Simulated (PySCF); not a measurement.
C₂H₅BF₃PSi.
InChI=1S/C2H5BF3PSi/c3-7-8-2(6)1(4)5/h7H,3,8H2

A linear-response calculation (PySCF, def2-SVPD basis, gas phase, vertical, core orbitals frozen in the response) gave these numbers; the functional is withheld.

Orbital energies (eV): HOMO-3 -11.24, HOMO-2 -10.69, HOMO-1 -9.04, HOMO -8.84, LUMO -0.92, LUMO+1 0.52, LUMO+2 0.78.

| state | E (eV) | f | main configurations (H = HOMO, L = LUMO) |
| --- | --- | --- | --- |
| S1 | 4.82 | 0.088 | H→L (86%) |
| S2 | 5.51 | 0.076 | H-1→L (59%), H-2→L (27%) |
| S3 | 6.13 | 0.0079 | H-3→L (66%), H-2→L (12%), H-4→L (8%) |
| S4 | 6.26 | 0.0008 | H-2→L (20%), H-1→L+2 (20%), H-1→L+4 (16%) |
| S5 | 6.35 | 0.019 | H→L+3 (59%), H→L+2 (12%), H→L+1 (10%) |
| S6 | 6.48 | 0.042 | H→L+1 (66%), H-1→L+2 (10%) |

Triplets, Tamm–Dancoff:

| state | E (eV) | λ (nm) | main configurations (H = HOMO, L = LUMO) |
| --- | --- | --- | --- |
| T1 | 3.54 | 350.3 | H→L (94%) |
| T2 | 4.14 | 299.2 | H-1→L+1 (67%) |
| T3 | 5.05 | 245.3 | H-2→L (52%), H-1→L (35%) |
| T4 | 5.52 | 224.8 | H-3→L (78%), H-4→L (10%) |

Vertical ionisation energy by ΔSCF with the same functional: 9.56 eV. Mean static polarisability: 98.7 au.

Question: Name the functional.
A. HF
B. PBE
C. PBE0
D. CAM-B3LYP

Answer: D. CAM-B3LYP is range-separated, 19% exact exchange at short range and 65% at long range (ω = 0.33 bohr⁻¹). In this run −ε(HOMO) = 8.84 eV differs from the ΔSCF value by -0.72 eV, and S1 differs from the orbital gap of 7.92 eV by -3.09 eV. The ratio −ε(HOMO)/IP is 0.92. Small neutral molecules mostly give 0.85 to 0.93 with CAM-B3LYP, 0.5 to 0.7 with PBE, 0.7 to 0.83 with PBE0; Hartree–Fock can't fall below 1, since the ion's relaxation only lowers the ΔSCF value.

Level of theory: TDDFT CAM-B3LYP/def2-SVPD, vertical, gas phase, core orbitals frozen in the response (PySCF 2.14.0, density-fitted response routines). Isolated species at its PBE0-D3(BJ)/def2-SVP geometry (one conformer only).

Time: 4.7 min wall; peak memory 1.0 GiB. Hardware: an Arm Neoverse V1 with one thread, shared host.

Conformer computed: `[BH2:1][PH:2][SiH2:3][C:4]([F:5])=[C:6]([F:7])[F:8]`: B1–P2–Si3–C4 174°, P2–Si3–C4–F5 74°.
